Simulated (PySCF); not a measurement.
## Polarisability and C₆ of Ru⁺ (ruthenium, charge +1)

[Kr] 4d7, high-spin 4F determinant. All numbers are calculated (PySCF 2.14, scalar relativity through the core potential, in def2-QZVPPD with the def2 core potential (28 electrons)). Coupled (time-dependent) response in atomic units; α is the mean over directions.

```tsv
method	mean α (bohr³)	C₆ (like pair)	S(−4)
TPSS	16.43	106.1	126.2
```

S(−4) is the Cauchy moment in α(ω) = α(0) + S(−4) ω² + …

Spin-orbit coupling is absent.

α(iu) at TPSS:

```csv
u (hartree),α(iu) (bohr³)
0,16.43
0.0500,16.12
0.100,15.31
0.200,13.09
0.300,11.03
0.500,8.117
0.750,5.926
1.00,4.547
1.50,2.926
2.00,2.029
3.00,1.124
5.00,0.4801
```

A single London oscillator, α(iu) = α/(1 + u²/ω²), gives C₆ = (3/4) ω α². Matching the computed C₆ needs ω = 4 × 106.1 / (3 × 16.43²) = 0.524 hartree.

For an ion, C₆ is the dispersion term alone; charge-induced terms of lower order in 1/R come first.

Energies and moments cover only the electrons outside the core potential.
